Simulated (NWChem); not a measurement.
Ca

Program: NWChem. Pople sets run with spherical d functions. B3LYP is NWChem's, with the RPA form of VWN correlation. Ions are spin-unrestricted doublets at the neutral geometry; other ion states weren't tried.

```tsv
level	vertical ionisation energy, ΔSCF (eV)	−ε(HOMO) (eV)	ΔSCF minus −ε(HOMO) (eV)
B3LYP/6-31+G*	6.18	4.22	1.96
PBE/6-31+G*	6.11	3.78	2.33
BHandHLYP/6-31+G*	5.99	4.74	1.25
Hartree-Fock/6-31+G*	(withheld)	(withheld)	(withheld)
PBE0/6-31+G*	6.03	4.33	1.70
```

Problem. What belongs in the gaps?

Solution. 
- Hartree-Fock/6-31+G*, vertical ionisation energy, ΔSCF (eV): 5.13
- Hartree-Fock/6-31+G*, −ε(HOMO) (eV): 5.32
- Hartree-Fock/6-31+G*, ΔSCF minus −ε(HOMO) (eV): -0.19
